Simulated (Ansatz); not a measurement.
Geometry optimisation, RKS r2SCAN-D4/def2-SVP in Ansatz 0.2.0.

input.yaml

```yaml
crystal:
  periodic: [false, false, false]
  atoms:
    - { symbol: Ge, position_ang: [0.194468, 0.0, 0.049186] }
    - { symbol: F, position_ang: [0.555466, 0.0, 1.713333] }
    - { symbol: H, position_ang: [1.709699, 0.0, -0.131321] }
    - { symbol: H, position_ang: [-0.571817, 1.270641, -0.350049] }
    - { symbol: H, position_ang: [-0.571817, -1.270641, -0.350049] }
basis:
  gaussian: { orbitals: def2-SVP }
hamiltonian:
  xc: r2scan
  dispersion: d4
relax:
  f_tol: 0.03
  max_steps: 50
```

Run as:

```bash
$ ansatz run input.yaml --threads 1 --pin off --max-ram 2048MiB --backend cpu --events-out ev --progress --plain --runs-dir out
```

Problem. Where does it end, and by what steps?

Solution. The forces met the threshold. After 4 steps the energy has fallen by 0.399 eV; H3 moved furthest, 0.27 Å.

```
step  energy less start (eV)  largest force component (eV/Å)  accepted
   0                  0.0000                           2.149       yes
   1                 -0.3658                           0.280       yes
   2                 -0.3963                           0.134       yes
   3                 -0.3984                           0.110       yes
   4                 -0.3987                           0.004       yes
```

```xyz
5
Properties=species:S:1:pos:R:3
Ge 0.260 0.000 0.100
F 0.331 0.000 1.843
H 1.709 0.000 -0.398
H -0.492 1.272 -0.307
H -0.492 -1.272 -0.307
```

Whether the end is a true minimum wasn't checked by a vibrational analysis.

Time of the run: 5.8 s on 1 thread of Intel(R) Xeon(R) 6975P-C (Granite Rapids) (shared host), peak memory 0.12 GiB.
